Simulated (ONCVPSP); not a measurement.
chlorine: excitation energies, all-electron against ONCV

| Property | Result |
| --- | --- |
| Element | chlorine (Cl) |
| Generator | ONCVPSP 4.0.1 |
| Type | optimised norm-conserving Vanderbilt (ONCV) |
| Functional | PBE |
| Relativity | scalar-relativistic |
| Frozen core | [Ne] |
| Valence charge | 7 |
| Reference configuration | 3s2 3p5 |
| Partial waves | 3s: rc 1.30 bohr, ncon 4, nbas 8, qcut 4.2 1/bohr, local; 3p: rc 1.60 bohr, ncon 4, nbas 7, qcut 5.8 1/bohr, 2 projectors, debl 1.9 Ha; d scattering state at 0.15 Ha: rc 1.30 bohr, ncon 4, nbas 8, qcut 8.5 1/bohr, 3 projectors, debl 2.4 Ha |
| Local potential | the s channel |
| Core correction | none |

Energies are relative to the spin-unpolarised reference configuration 3s2 3p5; without spin polarisation the order of configurations can differ from experiment.

| valence configuration | charge | ΔE all-electron (eV) | error AE − PS (meV) |
| --- | --- | --- | --- |
| 3s2 3p4 | +1 | 13.875 | +0.5 |
| 3s2 3p3 | +2 | 39.322 | +12 |
| 3s1 3p5 | +1 | 26.584 | +0.4 |

Q: What are ΔE and the potential's error for 3s2 3p2?

A: ΔE = 77.630 eV all-electron; the error (AE − PS) is +58 meV.

Levels in the configuration 3s2 3p2:

```tsv
level	all-electron (eV)	pseudo (eV)
3s	-58.878	-58.827
3p	-45.114	-45.036
```
